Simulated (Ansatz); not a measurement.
Start from `[S]=[Ta]([Cl])([Cl])[Cl]` and change one atom or group to get `[OH][Ta](=[S])([Cl])[Cl]`.

Ansatz, PBE0-D4/def2-TZVP geometries, multiplicity 1. Each molecule was computed in one conformer, which needn't be the lowest.

Elements past krypton have def2 core potentials.

```tsv
property	`[S]=[Ta]([Cl])([Cl])[Cl]`
zero-point energy (PBE0-D4/def2-TZVP) / kJ/mol	14.5
HOMO energy (B3LYP/def2-TZVPP) / eV	-8.02
LUMO energy (ωB97M-V/def2-TZVPP) / eV	-0.81
LUMO energy (PBE0/def2-TZVPP) / eV	-2.88
size of the dipole moment (PBE/def2-TZVPP) / D	1.23
size of the dipole moment (B3LYP/def2-TZVPP) / D	1.22
```

What does the change do to each property? (An estimate is asked.)

Computed: 
```tsv
property	`[OH][Ta](=[S])([Cl])[Cl]`	shift
zero-point energy (PBE0-D4/def2-TZVP) / kJ/mol	46.1	31.6
HOMO energy (B3LYP/def2-TZVPP) / eV	-7.75	0.27
LUMO energy (ωB97M-V/def2-TZVPP) / eV	-0.30	0.51
LUMO energy (PBE0/def2-TZVPP) / eV	-2.37	0.51
size of the dipole moment (PBE/def2-TZVPP) / D	2.35	1.12
size of the dipole moment (B3LYP/def2-TZVPP) / D	2.32	1.10
```

With PBE0 the HOMO rises by 0.27 eV and the LUMO rises by 0.51 eV, so the gap widens by about 0.24 eV. PBE moves the HOMO by 0.27 eV and ωB97M-V by 0.28 eV. The zero-point energy changes by 31.6 kJ/mol with +3 modes. Dipoles are sizes alone; their direction can turn.

B3LYP here is the variant with VWN-RPA as its local correlation; programs differ in this.
